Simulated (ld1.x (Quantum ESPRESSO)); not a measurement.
**Transferability test, TM potential for Si**

- Element: silicon
- Generator: ld1.x (Quantum ESPRESSO) 7.5
- Type: norm-conserving Troullier–Martins (Kleinman–Bylander form)
- Functional: BLYP
- Relativity: scalar-relativistic
- Frozen core: [Ne]
- Valence charge: 4
- Reference configuration: 3s2 3p2
- Partial waves: 3s (bound): rc 1.30 bohr; 3p (bound): rc 1.75 bohr; 3d channel at 0.05 Ry: rc 1.50 bohr
- Local potential: the d channel
- Core correction: a·sin(br)/r model core inside 1.20 bohr

Energies are relative to the spin-unpolarised reference configuration 3s2 3p2; without spin polarisation the order of configurations can differ from experiment.

| valence configuration | charge | ΔE all-electron (eV) | error AE − PS (meV) |
| --- | --- | --- | --- |
| 3s2 3p0 | +2 | 23.479 | +55 |
| 3s1 3p0 | +3 | 57.483 | +203 |
| 3s0 3p4 | 0 | 13.875 | -0.8 |
| 3s2 3p2.3 | -0.3 | -0.885 | +0.2 |
| 3s1 3p2 | +1 | 15.044 | +13 |

Question: What are ΔE and the potential's error for 3s2 3p1?

Answer: ΔE = 7.589 eV all-electron; the error (AE − PS) is +6.6 meV.

Question: What are ΔE and the potential's error for 3s2 3p1.5?

Answer: ΔE = 2.844 eV all-electron; the error (AE − PS) is +1.0 meV.
